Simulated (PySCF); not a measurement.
A geometry optimisation, step by step.

CH5BF2Ge.
Atom-mapped SMILES: `[CH3:1][GeH2:2][B:3]([F:4])[F:5]` (hydrogens: H6, H7, H8 on C1; H9, H10 on Ge2)

Method: PBE0-D3(BJ)/def2-SVP geometry optimisation, gas phase in PySCF 2.14.0; density fitting, grid level 1; the optimiser is geomeTRIC in internal coordinates, started from a GFN2-xTB structure with every atom displaced at random (about 0.01 Å). 11 of its 17 geometries are shown. The frame can shift and turn from step to step; on so coarse a grid that alone can change the energy by a few meV, and forces under 0.02 eV/Å are noise.

Step 0: E = -63722.7618 eV, largest atomic force 1.970 eV/Å
```
atom  x, y, z in Å  |  force x, y, z in eV/Å
C1     -1.425   -0.544   -0.001   -0.653   1.585  -0.213
Ge2     0.067    0.718   -0.238   -1.034  -0.147   0.390
B3      1.816   -0.137    0.273    1.743  -0.895   0.201
F4      2.427   -1.093   -0.428   -0.632   0.182  -0.247
F5      2.517    0.171    1.349   -0.363   0.386   0.278
H6     -2.383   -0.053   -0.315    0.638  -0.254   0.157
H7     -1.528   -0.820    1.037   -0.020  -0.285   0.678
H8     -1.278   -1.409   -0.608    0.172  -1.026  -0.605
H9     -0.220    1.973    0.566    0.019   0.277   0.373
H10     0.059    1.173   -1.656    0.129   0.177  -1.013
```

Step 2: E = -63722.9024 eV, largest atomic force 0.214 eV/Å
```
atom  x, y, z in Å  |  force x, y, z in eV/Å
C1     -1.433   -0.451   -0.017   -0.070   0.045  -0.044
Ge2     0.082    0.773   -0.245   -0.049  -0.132  -0.012
B3      1.799   -0.269    0.298    0.134   0.162  -0.040
F4      2.268   -1.286   -0.399   -0.112  -0.092  -0.146
F5      2.489    0.032    1.378    0.007   0.060   0.187
H6     -2.367    0.038   -0.330   -0.004  -0.012   0.011
H7     -1.532   -0.756    1.034    0.003   0.009   0.002
H8     -1.284   -1.350   -0.633    0.002   0.018   0.014
H9     -0.122    2.037    0.613    0.047  -0.037   0.028
H10     0.148    1.213   -1.722    0.041  -0.021   0.001
```

Step 3: E = -63722.9094 eV, largest atomic force 0.102 eV/Å
```
atom  x, y, z in Å  |  force x, y, z in eV/Å
C1     -1.441   -0.446   -0.018   -0.025   0.053  -0.021
Ge2     0.087    0.765   -0.242   -0.072  -0.066   0.032
B3      1.806   -0.264    0.301    0.047   0.076  -0.032
F4      2.247   -1.280   -0.420    0.006  -0.021   0.011
F5      2.500    0.026    1.385   -0.011  -0.047  -0.012
H6     -2.371    0.047   -0.334    0.010   0.003   0.005
H7     -1.544   -0.748    1.034    0.003   0.007   0.010
H8     -1.296   -1.347   -0.630    0.002  -0.008  -0.002
H9     -0.106    2.026    0.619    0.013   0.008   0.029
H10     0.166    1.202   -1.718    0.028  -0.007  -0.020
```

Step 5: E = -63722.9116 eV, largest atomic force 0.098 eV/Å
```
atom  x, y, z in Å  |  force x, y, z in eV/Å
C1     -1.469   -0.410   -0.012    0.025  -0.025   0.022
Ge2     0.096    0.746   -0.229    0.030   0.047   0.000
B3      1.820   -0.296    0.277   -0.020  -0.095   0.016
F4      2.247   -1.303   -0.466    0.009   0.039   0.007
F5      2.521   -0.040    1.364   -0.009  -0.004  -0.040
H6     -2.381    0.115   -0.325    0.000   0.016  -0.004
H7     -1.579   -0.708    1.041   -0.007   0.004  -0.002
H8     -1.354   -1.317   -0.623   -0.012   0.002   0.002
H9     -0.053    2.002    0.653    0.001   0.002  -0.009
H10     0.200    1.191   -1.703   -0.017   0.014   0.009
```

Step 6: E = -63722.9111 eV, largest atomic force 0.132 eV/Å
```
atom  x, y, z in Å  |  force x, y, z in eV/Å
C1     -1.493   -0.366    0.004    0.035  -0.061   0.038
Ge2     0.111    0.732   -0.216    0.095   0.075  -0.021
B3      1.824   -0.350    0.245   -0.036  -0.128   0.002
F4      2.238   -1.336   -0.532   -0.007   0.055  -0.001
F5      2.539   -0.130    1.329   -0.006   0.017  -0.009
H6     -2.384    0.198   -0.303   -0.009   0.010  -0.005
H7     -1.609   -0.660    1.057   -0.010   0.001  -0.006
H8     -1.419   -1.276   -0.608   -0.013   0.011   0.001
H9      0.016    1.978    0.687   -0.004  -0.002  -0.023
H10     0.225    1.190   -1.686   -0.044   0.021   0.024
```

Step 8: E = -63722.9131 eV, largest atomic force 0.037 eV/Å
```
atom  x, y, z in Å  |  force x, y, z in eV/Å
C1     -1.498   -0.328    0.037   -0.001  -0.013   0.013
Ge2     0.129    0.733   -0.208    0.029   0.008  -0.021
B3      1.815   -0.410    0.195   -0.009   0.019  -0.020
F4      2.212   -1.361   -0.629   -0.004   0.004  -0.016
F5      2.541   -0.243    1.282    0.006  -0.003   0.033
H6     -2.377    0.264   -0.253   -0.006  -0.012   0.004
H7     -1.606   -0.625    1.090    0.001  -0.007  -0.002
H8     -1.464   -1.236   -0.582    0.005   0.005  -0.002
H9      0.087    1.966    0.715    0.000  -0.003  -0.001
H10     0.207    1.219   -1.671   -0.021   0.001   0.012
```

Step 10: E = -63722.9131 eV, largest atomic force 0.081 eV/Å
```
atom  x, y, z in Å  |  force x, y, z in eV/Å
C1     -1.468   -0.370    0.055   -0.025   0.038  -0.015
Ge2     0.114    0.757   -0.217   -0.068  -0.038   0.021
B3      1.812   -0.366    0.175    0.023   0.074   0.005
F4      2.220   -1.303   -0.659    0.015  -0.012  -0.018
F5      2.525   -0.212    1.274   -0.001  -0.014  -0.012
H6     -2.377    0.185   -0.215    0.006  -0.011   0.009
H7     -1.547   -0.680    1.106    0.014  -0.009   0.006
H8     -1.407   -1.269   -0.575    0.010  -0.013   0.000
H9      0.045    1.987    0.707    0.006  -0.001   0.021
H10     0.130    1.252   -1.676    0.021  -0.014  -0.018
```

Step 11: E = -63722.9130 eV, largest atomic force 0.087 eV/Å
```
atom  x, y, z in Å  |  force x, y, z in eV/Å
C1     -1.458   -0.396    0.065   -0.016   0.030  -0.016
Ge2     0.099    0.763   -0.218   -0.075  -0.030   0.033
B3      1.817   -0.332    0.163    0.026   0.040   0.009
F4      2.234   -1.259   -0.679    0.017   0.008   0.000
F5      2.527   -0.180    1.264   -0.003  -0.009  -0.033
H6     -2.382    0.138   -0.196    0.007  -0.004   0.006
H7     -1.521   -0.712    1.116    0.014  -0.008   0.005
H8     -1.381   -1.291   -0.569    0.005  -0.016   0.000
H9      0.017    1.990    0.710    0.002   0.001   0.016
H10     0.095    1.259   -1.677    0.023  -0.011  -0.021
```

Step 13: E = -63722.9138 eV, largest atomic force 0.030 eV/Å
```
atom  x, y, z in Å  |  force x, y, z in eV/Å
C1     -1.464   -0.393    0.063    0.005  -0.020  -0.006
Ge2     0.097    0.758   -0.216   -0.028   0.003   0.011
B3      1.821   -0.331    0.162   -0.005  -0.008  -0.010
F4      2.241   -1.256   -0.680    0.006   0.019  -0.011
F5      2.534   -0.179    1.261    0.013   0.016   0.007
H6     -2.386    0.146   -0.198   -0.004   0.001   0.004
H7     -1.528   -0.707    1.115    0.004  -0.005  -0.004
H8     -1.391   -1.291   -0.568    0.000   0.001   0.007
H9      0.017    1.983    0.715    0.001  -0.003  -0.002
H10     0.106    1.250   -1.677    0.007  -0.005   0.004
```

Step 14: E = -63722.9134 eV, largest atomic force 0.026 eV/Å
```
atom  x, y, z in Å  |  force x, y, z in eV/Å
C1     -1.459   -0.399    0.064    0.004  -0.025  -0.003
Ge2     0.093    0.764   -0.218   -0.013  -0.006   0.013
B3      1.818   -0.323    0.163   -0.013   0.005  -0.002
F4      2.236   -1.248   -0.680    0.017   0.010  -0.017
F5      2.529   -0.173    1.263    0.017   0.016   0.005
H6     -2.387    0.130   -0.194   -0.005   0.000   0.003
H7     -1.515   -0.716    1.115   -0.002   0.002   0.001
H8     -1.379   -1.297   -0.567   -0.002   0.007  -0.001
H9      0.007    1.989    0.712   -0.002  -0.005  -0.007
H10     0.103    1.253   -1.681    0.000  -0.003   0.008
```

Step 16: E = -63722.9138 eV, largest atomic force 0.027 eV/Å
```
atom  x, y, z in Å  |  force x, y, z in eV/Å
C1     -1.464   -0.394    0.063    0.003  -0.014  -0.005
Ge2     0.097    0.759   -0.216   -0.023  -0.003   0.014
B3      1.820   -0.330    0.162   -0.004  -0.001  -0.005
F4      2.239   -1.254   -0.681    0.011   0.016  -0.008
F5      2.533   -0.179    1.261    0.010   0.012   0.000
H6     -2.386    0.143   -0.197   -0.002  -0.001   0.004
H7     -1.526   -0.709    1.115    0.003  -0.004  -0.001
H8     -1.389   -1.292   -0.567    0.000   0.000   0.002
H9      0.015    1.984    0.714   -0.001  -0.002  -0.002
H10     0.107    1.251   -1.678    0.004  -0.004   0.002
```

Question: Summarise the path.

Answer: The energy falls by 0.1520 eV from step 0 to step 16; nine tenths of that is first reached at step 2. It rises by more than 0.2 meV at steps 6, 10 and 14. The largest force goes from 1.970 to 0.027 eV/Å. Among the bonds Ge2–B3 changes most, from 2.012 to 2.074 Å; the atoms move by 0.061 Å rms after alignment.

Question: Follow the three bonds and two angles with the largest change from start to end.

Answer: 
```
step  E above end (eV)  largest force (eV/Å)  Ge2–B3 (Å)  Ge2–H10 (Å)  C1–H8 (Å)  F4–B3–F5 (°)  H9–Ge2–H10 (°)
   0            0.1520                 1.970       2.012        1.489      1.067         110.6           104.5
   1            0.0368                 0.870       2.097        1.555      1.105         118.0           107.3
   2            0.0114                 0.214       2.080        1.542      1.100         115.1           107.8
   3            0.0044                 0.102       2.076        1.541      1.099         116.3           108.0
   4            0.0028                 0.047       2.077        1.542      1.099         116.2           108.3
   5            0.0021                 0.098       2.077        1.543      1.099         116.1           108.6
   6            0.0026                 0.132       2.077        1.544      1.099         116.0           108.8
   7            0.0022                 0.115       2.077        1.544      1.099         116.0           108.7
   8            0.0007                 0.037       2.076        1.543      1.099         116.1           108.5
   9            0.0003                 0.074       2.075        1.542      1.099         116.2           108.3
  10            0.0007                 0.081       2.073        1.541      1.099         116.3           108.2
  11            0.0007                 0.087       2.072        1.541      1.099         116.3           108.3
  12            0.0003                 0.070       2.073        1.541      1.099         116.3           108.4
  13           -0.0001                 0.030       2.074        1.542      1.100         116.2           108.6
  14            0.0004                 0.026       2.074        1.542      1.100         116.2           108.7
  15            0.0001                 0.024       2.074        1.542      1.100         116.2           108.6
  16            0.0000                 0.027       2.074        1.542      1.100         116.2           108.6
```

The cost below is that of the whole optimisation. The run took 80 s wall on an Arm Neoverse V1 with one thread, on a shared host, and the process peaked at 0.46 GiB of memory.
